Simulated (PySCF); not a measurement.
C₂H₂F₂, SMILES C=C(F)F. Coordinates come from a PBE0-D3(BJ)/def2-SVP optimisation.

TDA-LC-ωPBE/def2-SVPD (PySCF) puts the lowest singlet excitations at 7.77, 8.43, 8.89, 9.08, 10.30, 10.38 eV.

Problem. What are the lowest excitation roots from ADC(2)/aug-cc-pVDZ in PySCF? (The exact figures need the calculation; the answer reports its results.)

Solution. 6.86, 7.68, 7.87, 7.98, 8.70, 8.88 eV. S1 differs by -0.91 eV (second minus first; roots are paired by order, and the bases may differ).
